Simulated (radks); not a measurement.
The numbers below are computed, except where a source is named.
All-electron atom: Ho3+ in [Kr] 4d10 4f11 5s1 5p6 (not the ground configuration).

Code: a radial shooting solver on a logarithmic mesh with Libxc functionals. Model: Dirac Kohn-Sham, PBE, spin-unpolarised, spherical densities, point nucleus; open shells fill j = l - 1/2 first.

Energy parts (eV):
total: -343549.18
kinetic: 378070.80
electron-nucleus: -846791.22
Hartree: 132544.83
exchange-correlation: -7373.60

Orbitals (lengths in bohr, moments of r in powers of bohr):
orbital,occ.,eigenvalue (eV),<r^2>,small-component weight
1s1/2,2,-55467.12,0.0005880,6.28e-02
2s1/2,2,-9296.926,0.009108,1.40e-02
2p1/2,2,-8849.302,0.006581,1.40e-02
2p3/2,4,-7992.260,0.007804,1.29e-02
3s1/2,2,-2098.665,0.06027,4.48e-03
3p1/2,2,-1902.997,0.05587,4.43e-03
3p3/2,4,-1723.969,0.06277,4.11e-03
3d3/2,4,-1388.881,0.04960,3.99e-03
3d5/2,6,-1349.763,0.05151,3.90e-03
4s1/2,2,-438.0512,0.3044,1.44e-03
4p1/2,2,-360.4015,0.3186,1.35e-03
4p3/2,4,-320.3361,0.3569,1.24e-03
4d3/2,4,-192.6079,0.4054,1.06e-03
4d5/2,6,-185.3462,0.4205,1.03e-03
4f5/2,6,-32.8898,0.8532,6.17e-04
4f7/2,5,-31.8899,0.8855,6.02e-04
5s1/2,1,-79.2880,1.783,2.99e-04
5p1/2,2,-57.8765,2.224,2.40e-04
5p3/2,4,-52.4840,2.527,2.13e-04

The highest occupied level is 4f7/2 at -31.890 eV. The density falls to 0.001 e/bohr^3 at r = 3.20 bohr. Summed over all electrons, <r^2> = 33.76 bohr^2, which gives a Langevin (diamagnetic) susceptibility term of -26.7 x 10^-6 cm^3/mol.
